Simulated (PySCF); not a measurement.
PySCF job for Si(H)(Me)(OH)(OMe) (C₂H₈O₂Si), SMILES CO[SiH](C)O, TDDFT-PBE/def2-SVPD. The structure is a stationary point at PBE-D3(BJ)/def2-SVP. One conformer was computed; it need not be the lowest.

```python
import numpy as np
from pyscf import gto, scf, dft, tdscf

mol = gto.M(
    atom='''
    Si    0.25642273    0.34150007   -0.34018209
    C     1.97912892   -0.27117485   -0.68383355
    O     0.36271035    1.46960408    0.90409870
    O    -0.64330619   -1.00906671    0.09720257
    C    -2.02519125   -0.96428820    0.37613249
    H    -0.42474151    0.98625803   -1.52564830
    H     1.96580247   -1.07182910   -1.44941999
    H     2.62843380    0.55204934   -1.04203855
    H     2.42303922   -0.68521760    0.24376684
    H    -0.40143789    2.06263004    0.99819292
    H    -2.24692467   -0.39668784    1.31039847
    H    -2.40005154   -1.99966713    0.51530624
    H    -2.61289750   -0.50005749   -0.45221222
    ''',
    basis='def2-SVPD',
    charge=0,
    spin=0,
    max_memory=1600,
    verbose=4,
)
mf = dft.RKS(mol, xc='pbe').density_fit(auxbasis='def2-universal-jkfit')
mf.grids.level = 3
mf.conv_tol = 1e-9
mf.max_cycle = 100
mf.kernel()
mf.grids = dft.Grids(mol).set(level=1).build(with_non0tab=True)  # coarser grid for the response kernel
td = tdscf.TDDFT(mf)
td.singlet = True
td.nstates = 10
td.conv_tol = 1e-4
td.positive_eig_threshold = 1e-6
td.kernel(x0=td.get_init_guess(mf, 15))
td.analyze()
tt = tdscf.TDA(mf)
tt.singlet = False
tt.nstates = 4
tt.conv_tol = 1e-4
tt.positive_eig_threshold = 1e-6
tt.kernel(x0=tt.get_init_guess(mf, 9))
tt.analyze(verbose=3)
```

Log of the run:

```
PySCF version 2.14.0

[INPUT] verbose = 4
[INPUT] num. atoms = 13
[INPUT] num. electrons = 50
[INPUT] charge = 0
[INPUT] spin (= nelec alpha-beta = 2S) = 0
[INPUT] symmetry False subgroup None
[INPUT] Mole.unit = angstrom
[INPUT] Symbol           X                Y                Z      unit          X                Y                Z       unit  Magmom
[INPUT]  1 Si     0.256422730000   0.341500070000  -0.340182090000 AA    0.484568731813   0.645341603820  -0.642850982582 Bohr   0.0
[INPUT]  2 C      1.979128920000  -0.271174850000  -0.683833550000 AA    3.740011624006  -0.512446198370  -1.292258124289 Bohr   0.0
[INPUT]  3 O      0.362710350000   1.469604080000   0.904098700000 AA    0.685423224045   2.777149222743   1.708498932575 Bohr   0.0
[INPUT]  4 O     -0.643306190000  -1.009066710000   0.097202570000 AA   -1.215672513337  -1.906859723316   0.183686235904 Bohr   0.0
[INPUT]  5 C     -2.025191250000  -0.964288200000   0.376132490000 AA   -3.827056812366  -1.822240603150   0.710787392651 Bohr   0.0
[INPUT]  6 H     -0.424741510000   0.986258030000  -1.525648300000 AA   -0.802645127634   1.863757564853  -2.883057449408 Bohr   0.0
[INPUT]  7 H      1.965802470000  -1.071829100000  -1.449419990000 AA    3.714828283294  -2.025463451339  -2.739006820570 Bohr   0.0
[INPUT]  8 H      2.628433800000   0.552049340000  -1.042038550000 AA    4.967020018550   1.043222059847  -1.969167470739 Bohr   0.0
[INPUT]  9 H      2.423039220000  -0.685217600000   0.243766840000 AA    4.578880514880  -1.294873599732   0.460652565851 Bohr   0.0
[INPUT] 10 H     -0.401437890000   2.062630040000   0.998192920000 AA   -0.758607668123   3.897805871901   1.886311238280 Bohr   0.0
[INPUT] 11 H     -2.246924670000  -0.396687840000   1.310398470000 AA   -4.246072248829  -0.749631374545   2.476294222349 Bohr   0.0
[INPUT] 12 H     -2.400051540000  -1.999667130000   0.515306240000 AA   -4.535440095441  -3.778823215995   0.973787663879 Bohr   0.0
[INPUT] 13 H     -2.612897500000  -0.500057490000  -0.452212220000 AA   -4.937660666561  -0.944971702637  -0.854557245982 Bohr   0.0

nuclear repulsion = 250.47283277441
number of shells = 76
number of NR pGTOs = 248
number of NR cGTOs = 174
basis = def2-SVPD
ecp = {}


[settings echo left out]
init E= -520.469964868903
  HOMO = -0.344958208529242  LUMO = -0.0496988395746998  gap/eV = 8.03442
cycle= 1 E= -520.151231802225  delta_E= 0.319  |g|= 1.06  |ddm|= 4.52
  HOMO = -0.0741511577813592  LUMO = 0.00321133793025163  gap/eV = 2.10514
cycle= 2 E= -519.126265954479  delta_E= 1.02  |g|= 2.43  |ddm|= 3.15
  HOMO = -0.250267881034786  LUMO = -0.025098113753764  gap/eV = 6.12718
cycle= 3 E= -520.368603201611  delta_E= -1.24  |g|= 0.22  |ddm|= 2.56
  HOMO = -0.241955793804128  LUMO = -0.0204885720809189  gap/eV = 6.02643
cycle= 4 E= -520.377479220175  delta_E= -0.00888  |g|= 0.125  |ddm|= 0.393
  HOMO = -0.242987887651053  LUMO = -0.0202866143021128  gap/eV = 6.06001
cycle= 5 E= -520.381307343419  delta_E= -0.00383  |g|= 0.0204  |ddm|= 0.13
  HOMO = -0.24200252481401  LUMO = -0.0207796206545283  gap/eV = 6.01978
cycle= 6 E= -520.381425559456  delta_E= -0.000118  |g|= 0.00879  |ddm|= 0.0432
  HOMO = -0.242790131674366  LUMO = -0.02070770236109  gap/eV = 6.04317
cycle= 7 E= -520.381439763962  delta_E= -1.42e-05  |g|= 0.0031  |ddm|= 0.00964
  HOMO = -0.242663578673858  LUMO = -0.0207615640138026  gap/eV = 6.03826
cycle= 8 E= -520.381441627751  delta_E= -1.86e-06  |g|= 0.000745  |ddm|= 0.00345
  HOMO = -0.242705782125709  LUMO = -0.020772606968428  gap/eV = 6.03911
cycle= 9 E= -520.381441741685  delta_E= -1.14e-07  |g|= 0.00022  |ddm|= 0.000961
  HOMO = -0.242723160081784  LUMO = -0.0207784013904195  gap/eV = 6.03942
cycle= 10 E= -520.381441754039  delta_E= -1.24e-08  |g|= 4.87e-05  |ddm|= 0.000296
  HOMO = -0.242721037039799  LUMO = -0.0207771815617388  gap/eV = 6.03940
cycle= 11 E= -520.381441754623  delta_E= -5.84e-10  |g|= 1.51e-05  |ddm|= 8.51e-05
  HOMO = -0.242721540817652  LUMO = -0.0207779184304759  gap/eV = 6.03939
Extra cycle  E= -520.381441754591  delta_E= 3.21e-11  |g|= 1.98e-05  |ddm|= 5.6e-05
converged SCF energy = -520.381441754591
tot grids = 46912
Overwritten attributes  positive_eig_threshold  of <class 'pyscf.tdscf.rks.CasidaTDDFT'>


******** <class 'pyscf.tdscf.rks.CasidaTDDFT'> for <class 'pyscf.df.df_jk.DFRKS'> ********
nstates = 10 singlet
deg_eia_thresh = 1.000e-03
wfnsym = None
conv_tol = 0.0001
eigh lindep = 1e-12
eigh level_shift = 0
eigh max_cycle = 100


Excitation energies (eV)
[6.09992868 6.51645563 6.89519774 7.04912433 7.23353249 7.34453928
 7.4285641  7.47395755 7.50946434 7.69355871]

** Singlet excitation energies and oscillator strengths **
Excited State   1:      6.09993 eV    203.26 nm  f=0.0113
      25 -> 26        0.70457
Excited State   2:      6.51646 eV    190.26 nm  f=0.0104
      24 -> 26        0.70351
Excited State   3:      6.89520 eV    179.81 nm  f=0.0078
      25 -> 27        0.70470
Excited State   4:      7.04912 eV    175.89 nm  f=0.0196
      25 -> 28       -0.69752
Excited State   5:      7.23353 eV    171.40 nm  f=0.0008
      23 -> 26        0.70294
Excited State   6:      7.34454 eV    168.81 nm  f=0.0262
      24 -> 27        0.69843
Excited State   7:      7.42856 eV    166.90 nm  f=0.0125
      22 -> 26        0.69223
Excited State   8:      7.47396 eV    165.89 nm  f=0.0012
      24 -> 28       -0.62060
      25 -> 29       -0.32331
Excited State   9:      7.50946 eV    165.10 nm  f=0.0284
      22 -> 26        0.10202
      24 -> 28        0.29817
      25 -> 29       -0.60490
      25 -> 30        0.14234
Excited State  10:      7.69356 eV    161.15 nm  f=0.0352
      25 -> 29       -0.10982
      25 -> 30       -0.68520

** Transition electric dipole moments (AU) **
state          X           Y           Z        Dip. S.      Osc.
  1         0.1508      0.2176     -0.0749      0.0757      0.0113
  2         0.2089     -0.0119     -0.1453      0.0649      0.0104
  3         0.2121      0.0213      0.0295      0.0463      0.0078
  4         0.2827      0.1423      0.1152      0.1134      0.0196
  5        -0.0444     -0.0290      0.0420      0.0046      0.0008
  6        -0.3632      0.1115      0.0327      0.1454      0.0262
  7        -0.1200     -0.1563      0.1724      0.0685      0.0125
  8        -0.0722     -0.0330     -0.0129      0.0065      0.0012
  9        -0.0526      0.0161      0.3890      0.1543      0.0284
 10         0.1934     -0.2834      0.2629      0.1868      0.0352

** Transition velocity dipole moments (imaginary part, AU) **
state          X           Y           Z        Dip. S.      Osc.
  1         0.0320      0.0484     -0.0188      0.0037      0.0111
  2         0.0521     -0.0037     -0.0319      0.0037      0.0104
  3         0.0525      0.0038      0.0083      0.0028      0.0075
  4         0.0734      0.0362      0.0372      0.0081      0.0208
  5        -0.0125     -0.0067      0.0118      0.0003      0.0009
  6        -0.0993      0.0302      0.0093      0.0109      0.0268
  7        -0.0319     -0.0411      0.0479      0.0050      0.0122
  8        -0.0222     -0.0056      0.0002      0.0005      0.0013
  9        -0.0129      0.0051      0.1069      0.0116      0.0281
 10         0.0551     -0.0765      0.0744      0.0144      0.0340

** Transition magnetic dipole moments (imaginary part, AU) **
state          X           Y           Z
  1        -0.3331      0.0709     -0.1320
  2         0.3644      0.2837     -0.2959
  3         0.3062     -0.0003      0.0795
  4        -0.3073     -0.4394      0.0025
  5        -0.2704     -0.7692      0.1231
  6         0.0927     -0.2712      0.1212
  7        -0.4008      0.2933     -0.4483
  8         0.4750     -0.0750      0.0414
  9        -0.0733     -0.2607     -0.2203
 10        -0.2246      0.0776     -0.1552
Overwritten attributes  positive_eig_threshold  of <class 'pyscf.tdscf.rks.TDA'>


******** <class 'pyscf.tdscf.rks.TDA'> for <class 'pyscf.df.df_jk.DFRKS'> ********
nstates = 4 triplet
deg_eia_thresh = 1.000e-03
wfnsym = None
conv_tol = 0.0001
eigh lindep = 1e-12
eigh level_shift = 0
eigh max_cycle = 100


Excitation energies (eV)
[5.96103144 6.3539936  6.82449565 6.85913467]

** Triplet excitation energies and oscillator strengths **
Excited State   1:      5.96103 eV    207.99 nm  f=0.0000
Excited State   2:      6.35399 eV    195.13 nm  f=0.0000
Excited State   3:      6.82450 eV    181.68 nm  f=0.0000
Excited State   4:      6.85913 eV    180.76 nm  f=0.0000
```

Self-consistency was reached.
